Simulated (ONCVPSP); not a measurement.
Ni (Z = 28): variants of one ONCV potential

Base potential:

ONCVPSP 4.0.1 input, shortened (lines: element, Z, core and valence counts, functional; n l f; lmax; l rc ep ncon nbas qcut; lloc lpopt rc5 dvloc0; l nproj debl; icmod fcfact rcfact), PBE, fully relativistic:

```
  Ni 28.00    5    2        4      upf
    1    0    2.00
    2    0    2.00
    2    1    6.00
    3    0    2.00
    3    1    6.00
    3    2    8.00
    4    0    1.00
    2
    0    2.35    0.00    3    8    2.60
    1    2.25    0.32    3    8    3.70
    2    1.30    0.00    3    8   11.50
    4    3    0.95    1.00
    0    2    3.90
    1    2    2.30
    2    2    1.80
    3    2.75    1.60
```

Open shells are filled in proportion to 2j + 1.

In the p channel the program set the typed energies aside and used 0.050, 2.350 Ha (j = l + 1/2; the other j can differ).

All-electron outer shells of the reference configuration (PBE, scalar-relativistic, ld1.x):

```
shell  level (eV)  outermost node (bohr)  outermost maximum (bohr)
   3p      -80.51                   0.27                      0.65
   3d      -17.92                      –                      0.63
   4s      -13.18                   0.92                      2.13
```

Cutoffs, loose and tight: the cutoffs (Ha) at which the residual kinetic energy of the hardest occupied pseudo-wave falls to 1 and 0.1 mHa per electron. They do not see the model core or the augmentation charge, which bear on the density cutoff. Test errors are all-electron minus pseudo excitation energies from the reference, over the configurations 3d8 4s2; 3d8 4s0; 3d7 4s0; 3d8 4s1 4p1. A dash means not determined; rows that change the core or the reference have their own tests.

A true bound ghost makes a file unfit for plane-wave use even where its test errors are small: the radial tests pick states by their node count and pass the ghost by.

```csv
change,outcome,"cutoff, loose","cutoff, tight",bound ghosts,GHOST(+) flags above zero,largest test error (meV)
base,"generated, projector energies reset by the program",53 Ha,59 Ha,none,"s, p3/2, p1/2",-351
"core correction Teter function, fcfact 7.9, rcfact 1.6","generated, projector energies reset by the program",53 Ha,59 Ha,none,"s, p3/2, p1/2",-599
s: nproj 3,"generated, projector energies reset by the program",53 Ha,59 Ha,none,"s, p3/2, p1/2",-351
s: rc 3.5,"generated, projector energies reset by the program",53 Ha,59 Ha,s,"p3/2, p1/2",-854
```
